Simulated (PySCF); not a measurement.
# Exercise with solution: oscillator strength and radiative lifetime

GaH₅O₂Si, SMILES [OH][Ga]([OH])[SiH3].

Geometry: B3LYP-D3(BJ)/def2-SVP. The structure was generated by enumeration; whether it is a known compound was not checked. One conformer was computed; it need not be the lowest.

TDDFT-B3LYP/def2-SVPD (PySCF) puts the first singlet state with f over 0.02 at 6.25 eV (vertical), with the transition dipole (-0.243, 0.183, 0.308) in atomic units.

Problem. Find the oscillator strength, the wavelength and the radiative lifetime that this transition would have in vacuum if emission retraced absorption.

Solution. 
|μ|² = 0.1874 au, so |μ| = 1.10 D. ΔE = 6.25/27.211 = 0.2297 hartree. f = (2/3) ΔE |μ|² = 0.029 (the program prints 0.029).
λ = 1239.84/6.25 = 198 nm; ν = 50410 cm⁻¹.
Einstein's coefficient A = 0.6670 ν² f s⁻¹ (ν in cm⁻¹) = 4.9e7 s⁻¹, so τ = 1/A = 21 ns. This state is S3; the lower singlets have f = 0.000, 0.001. The figure is the radiative limit of this one transition; relaxation, internal conversion, crossing to triplets and a medium change what is measured.
